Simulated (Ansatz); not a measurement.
The same path of H4O2Si2 (8 atoms, charge 0, multiplicity 1) was run 3 times with different band settings. The coordinate that changes most is the dihedral Si2–O3–Si4–H7.

Method: RKS PBE0-D4/def2-SVP (Ansatz).

Relaxed end points:

```xyz
8
Properties=species:S:1:pos:R:3
O -0.543 1.972 -1.918
Si 0.419 1.749 -0.582
O -0.025 0.183 -0.165
Si 0.274 -1.023 0.947
H -1.112 1.232 -2.170
H -0.984 -1.329 1.687
H 1.326 -0.596 1.918
H 0.736 -2.245 0.227
```

```xyz
8
Properties=species:S:1:pos:R:3
O -0.454 2.441 -1.298
Si 0.261 0.975 -1.607
O -0.017 0.202 -0.140
Si 0.234 -1.235 0.667
H -0.851 2.554 -0.423
H -1.083 -1.797 1.082
H 1.066 -0.977 1.877
H 0.935 -2.219 -0.214
```

Common settings: movable images 7; start path IDPP; force threshold 0.03 eV/Å; iteration limit 60; end points relaxed.

| run | climbing image | spring | optimiser |
| --- | --- | --- | --- |
| 1 | yes | 5.0 eV/Å² | quadratic models (default) |
| 2 | yes | 2.0 to 10.0 eV/Å², energy-weighted | quadratic models (default) |
| 3 | from the first iteration | 5.0 eV/Å² | fire |

(1) What does each run give, and how far can it be trusted?

## Answers

(1) Run 1: converged after 7 iterations, highest image 0.014 eV above the first end. A vibrational analysis at the climbing image gives one clearly imaginary mode, 62i cm⁻¹: a first-order saddle point.
Run 2: converged after 7 iterations, highest image 0.014 eV above the first end. Another band between the same ends (7 images) ends at a top of the same energy, where a vibrational analysis finds 1 clearly imaginary mode.
Run 3: converged after 30 iterations, highest image 0.014 eV above the first end. Another band between the same ends (7 images) ends at a top of the same energy, where a vibrational analysis finds 1 clearly imaginary mode.
